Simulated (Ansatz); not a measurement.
H5NSi (SMILES N[SiH3]) moved off its minimum; all values from Ansatz (a program for electronic structure), cores frozen in correlated methods.
(charge 0, multiplicity 1)
```xyz
7

Si    -0.65305     0.13932     0.15571
N      1.25881    -0.24319     0.07141
H     -1.35550    -0.71592    -0.83718
H     -0.95732     1.53192    -0.30045
H     -1.10795    -0.10959     1.34989
H      1.46800    -1.00132    -0.17619
H      1.52232     0.53677     0.17408
```

| level | largest force (eV/Å) | on atom | rms difference from CCSD(T)/cc-pV(T+d)Z (eV/Å) | dipole (D) |
|---|---|---|---|---|
| HF/def2-TZVPP | 15.96 | N2 | 0.251 | 0.39 |
| PBE/def2-TZVPP | 15.23 | H6 | 0.198 | 0.20 |
| r2SCAN/def2-TZVPP | 14.89 | N2 | 0.093 | 0.23 |
| B3LYP/def2-TZVPP | 14.85 | N2 | 0.113 | 0.27 |
| wB97M-V/def2-TZVPP | 15.11 | N2 | 0.061 | 0.28 |
| MP2/cc-pV(T+d)Z | 15.31 | N2 | 0.041 | 0.25 |
| CCSD(T)/cc-pV(T+d)Z | 15.24 | N2 | 0.000 | 0.22 |

The differences count from one level among others, with limits of its own. Forces at CCSD(T)/cc-pV(T+d)Z (eV/Å):

```csv
atom,Fx,Fy,Fz
Si1,4.209,-0.391,-4.995
N2,-14.689,1.891,3.596
H3,0.043,-0.088,0.135
H4,0.377,-0.124,0.319
H5,-1.758,-0.726,4.414
H6,5.006,-13.284,-4.736
H7,6.813,12.721,1.268
```
